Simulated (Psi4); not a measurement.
C₃H₆O₃, charge -1, doublet, geometry from GFN2-xTB (a state made from the parent by changing its charge; the spin is typed, not shown lowest) (a gas-phase anion, which may not be bound at this level); Psi4 1.11 with MP2/6-31G**.

Input for Psi4:
```
memory 2 GB

molecule {
-1 2
  C     1.86908909   -0.27599836   -0.68761294
  O     1.07798847   -0.60316654    0.41237537
  C    -0.01183540    0.34650925    0.70298535
  O     0.06024219    1.51643286    0.21198255
  O    -1.24530684   -0.38149268    0.62135395
  C    -1.78788964   -0.45297271   -0.67634249
  H     1.71721028    0.78373111   -0.93425118
  H     2.92678385   -0.44249221   -0.44191098
  H     1.61292623   -0.88849507   -1.57068801
  H    -2.83692428   -0.75904479   -0.59427720
  H    -1.24878568   -1.18391595   -1.29919161
  H    -1.73078510    0.53079867   -1.15955538
}

set basis 6-31g**
set reference uhf
set freeze_core true
set mp2_type conv
set scf_type pk
set puream true
set d_convergence 1e-8

energy('mp2')
print_variables()
```

What the program printed (banner, timings and long lists left out):

```
   => Loading Basis Set <=

    Name: 6-31G**
    Role: ORBITAL
    Keyword: BASIS

         ---------------------------------------------------------
                                   SCF
               by Justin Turney, Rob Parrish, Andy Simmonett
                          and Daniel G. A. Smith
                              UHF Reference
         ---------------------------------------------------------

  ==> Geometry <==

    Molecular point group: c1
    Full point group: C1

    Geometry (in Angstrom), charge = -1, multiplicity = 2:

       Center              X                  Y                   Z               Mass
    ------------   -----------------  -----------------  -----------------  -----------------
         C            1.873936650843    -0.297561670546    -0.753662907554    12.000000000000
         O            1.082836030843    -0.624729850546     0.346325402446    15.994914619570
         C           -0.006987839157     0.324945939454     0.636935382446    12.000000000000
         O            0.065089750843     1.494869549454     0.145932582446    15.994914619570
         O           -1.240459279157    -0.403055990546     0.555303982446    15.994914619570
         C           -1.783042079157    -0.474536020546    -0.742392457554    12.000000000000
         H            1.722057840843     0.762167799454    -1.000301147554     1.007825032230
         H            2.931631410843    -0.464055520546    -0.507960947554     1.007825032230
         H            1.617773790843    -0.910058380546    -1.636737977554     1.007825032230
         H           -2.832076719157    -0.780608100546    -0.660327167554     1.007825032230
         H           -1.243938119157    -1.205479260546    -1.365241577554     1.007825032230
         H           -1.725937539157     0.509235359454    -1.225605347554     1.007825032230

  Running in c1 symmetry.

  Rotational constants: A =      0.19497  B =      0.09316  C =      0.08118 [cm^-1]
  Rotational constants: A =   5844.96721  B =   2792.80777  C =   2433.67665 [MHz]
  Nuclear repulsion =  249.456317043389845

  Charge       = -1
  Multiplicity = 2
  Electrons    = 49
  Nalpha       = 25
  Nbeta        = 24

  ==> Algorithm <==

  SCF Algorithm Type is PK.
  DIIS enabled.
  MOM disabled.
  Fractional occupation disabled.
  Guess Type is SAD.
  Energy threshold   = 1.00e-08
  Density threshold  = 1.00e-08
  Integral threshold = 1.00e-12

  ==> Primary Basis <==

  Basis Set: 6-31G**
    Blend: 6-31G**
    Number of shells: 54
    Number of basis functions: 114
    Number of Cartesian functions: 120
    Spherical Harmonics?: true
    Max angular momentum: 2

  ==> Integral Setup <==

  Using in-core PK algorithm.
   Calculation information:
      Number of atoms:                  12
      Number of AO shells:              54
      Number of primitives:            120
      Number of atomic orbitals:       120
      Number of basis functions:       114

      Integral cutoff                 1.00e-12
      Number of threads:                 1

  Performing in-core PK
  Using 42974580 doubles for integral storage.
  We computed 944593 shell quartets total.
  Whereas there are 1103355 unique shell quartets.

  ==> DiskJK: Disk-Based J/K Matrices <==

    J tasked:                  Yes
    K tasked:                  Yes
    wK tasked:                  No
    Schwarz Cutoff:          1E-12

  Minimum eigenvalue in the overlap matrix is 6.2950936247E-03.
  Reciprocal condition number of the overlap matrix is 1.3167976777E-03.
    Using symmetric orthogonalization.

  ==> Pre-Iterations <==

  SCF Guess: Superposition of Atomic Densities via on-the-fly atomic UHF (no occupation information).

   -------------------------
    Irrep   Nso     Nmo
   -------------------------
     A        114     114
   -------------------------
    Total     114     114
   -------------------------

  ==> Iterations <==

                        Total Energy        Delta E     RMS |[F,P]|

[...]
  @UHF Final Energy:  -341.60220038638840
    Total Energy =                       -341.6022003863884038
  DIE_IF_NOT_CONVERGED          => (empty)
[...]
  ORTH_TYPE                     => (empty)
  OS_SCALE                      => (empty)
  PARENT_SYMMETRY               => (empty)
  PCG_BETA_TYPE                 => (empty)
  PCG_CONVERGENCE               => (empty)
  PCG_MAXITER                   => (empty)
  PCM                           => (empty)
  PE                            => (empty)
  PRINT                         => (empty)
  PRINT_NOONS                   => (empty)
  PROPERTIES                    => (empty)
  PROPERTIES_ORIGIN             => (empty)
  PUREAM                        => TRUE            !
  QC_MODULE                     => (empty)
  RAS1                          => (empty)
  RAS2                          => (empty)
  RAS3                          => (empty)
  RAS4                          => (empty)
  RELATIVISTIC                  => (empty)
  RELAXED                       => (empty)
  REMP_A                        => (empty)
  RESTRICTED_DOCC               => (empty)
  RESTRICTED_UOCC               => (empty)
  RMS_MOGRAD_CONVERGENCE        => (empty)
  R_CONVERGENCE                 => (empty)
  SCF_TYPE                      => PK              !
  SCREENING                     => (empty)
  SCS_TYPE                      => (empty)
  SOCC                          => (empty)
  SOS_TYPE                      => (empty)
  SPIN_SCALE_TYPE               => NONE            !
  SS_SCALE                      => (empty)
  SYMMETRIZE                    => (empty)
  TPDM_ABCD_TYPE                => (empty)
  WFN                           => (empty)
  WFN_TYPE                      => OMP2            !
  WRITER_FILE_LABEL             => (empty)
  ZORA_BASIS_TOLERANCE          => (empty)
  ZORA_NR_DEBUG                 => (empty)
  ZORA_PRUNING_SCHEME           => (empty)
  ZORA_RADIAL_POINTS            => (empty)
  ZORA_SPHERICAL_POINTS         => (empty)

 ==============================================================================
 ==============================================================================
 ==============================================================================

                             MP2
                    Program Written by Ugur Bozkaya,
              Additional Contributions by J. P. Misiewicz

 ==============================================================================
 ==============================================================================
 ==============================================================================

	MO spaces per irreps...

	IRREP   FC   AOCC  BOCC  AVIR    BVIR  FV
	==========================================
	   A     6    19    18    89     90     0
	==========================================

	Computing MP2 energy using SCF MOs (Canonical MP2)...
	==============================================================================
	Nuclear Repulsion Energy (a.u.)    :   249.45631704338984
	SCF Energy (a.u.)                  :  -341.60220038638840
	REF Energy (a.u.)                  :  -341.60220038638840
	Alpha-Alpha Contribution (a.u.)    :    -0.12557093285277
	Alpha-Beta Contribution (a.u.)     :    -0.69929301199188
	Beta-Beta Contribution (a.u.)      :    -0.12023849821775
	Scaled_SS Correlation Energy (a.u.):    -0.08193647702351
	Scaled_OS Correlation Energy (a.u.):    -0.83915161439025
	SCS-MP2 Total Energy (a.u.)        :  -342.52328847780217
	SOS-MP2 Total Energy (a.u.)        :  -342.44135200077864
	SCSN-MP2 Total Energy (a.u.)       :  -342.03482498507253
	SCS-MP2-VDW Total Energy (a.u.)    :  -342.62020015727325
	SOS-PI-MP2 Total Energy (a.u.)     :  -342.58121060317706
	MP2 Correlation Energy (a.u.)      :    -0.94510244306240
	MP2 Total Energy (a.u.)            :  -342.54730282945081
	==============================================================================

  Variable Map:
  ----------------------------------------------------------------------------
[...]
  Array Variable Map:
  ----------------------------------------------------------------------------
[...]
[...]
```
